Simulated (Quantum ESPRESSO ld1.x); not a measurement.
Question: B III, 3 electrons, occupied as [He] 2s1 (the NIST ground configuration). All-electron calculation, scalar-relativistic Kohn-Sham, PBE, spin-unpolarised, spherical densities, point nucleus; without spin polarisation the odd electron is poorly described. Program: ld1.x of Quantum ESPRESSO 7.5. Some entries of the table are withheld. Estimate them.

orbital  occ.  eigenvalue (hartree)  r(max) (bohr)
1s          2                   (1)         0.2101
2s          1                   (2)          1.372
2p          0                   (3)            (4)
3s          0               -0.3836            (5)

Answer: 
(1) 1s eigenvalue (hartree): -7.7606
(2) 2s eigenvalue (hartree): -1.1567
(3) 2p eigenvalue (hartree): -0.9368
(4) 2p r(max) (bohr): 1.261
(5) 3s r(max) (bohr): 3.874
